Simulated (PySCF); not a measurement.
C2H4ClGa, SMILES C=[CH][GaH][Cl]. Atoms are numbered in the order given.

```xyz
8

Ga    -0.7266     0.0745     0.0000
H     -2.1729     0.6525     0.0000
Cl     0.8654     1.5572     0.0000
C     -0.0675    -1.7549     0.0000
C      1.2527    -2.0113     0.0000
H     -0.7687    -2.5995     0.0000
H      1.6506    -3.0336     0.0000
H      1.9927    -1.2029     0.0000
```

Coordinates come from a TPSSh-D3(BJ)/def2-SVP optimisation. One conformer was computed; it need not be the lowest.

Method: C-PCM-B3LYP/def2-SVP (PySCF).

The values are the electrostatic part of the solvation free energy, E(continuum) − E(gas) at the gas-phase geometry, in a cavity of scaled van der Waals radii (PySCF's table); cavitation and dispersion terms are not included. A continuum can't describe solvent molecules that bind to the metal. In vacuum the orbital gap is 5.89 eV. The dipole moment in vacuum is 2.30 D.

Task: Estimate the values in water (ε = 78.36), n-hexane (ε = 1.88), 1-octanol (ε = 9.86). (An estimate is asked for; the answer gives what the named calculation found.)

Result: 
| solvent | ε | ΔG(elec) (kcal/mol) | dipole (D) | gap (eV) |
|---|---|---|---|---|
| water | 78.36 | -3.8 | 2.97 | 6.12 |
| n-hexane | 1.88 | -1.7 | 2.58 | 6.02 |
| 1-octanol | 9.86 | -3.4 | 2.90 | 6.11 |
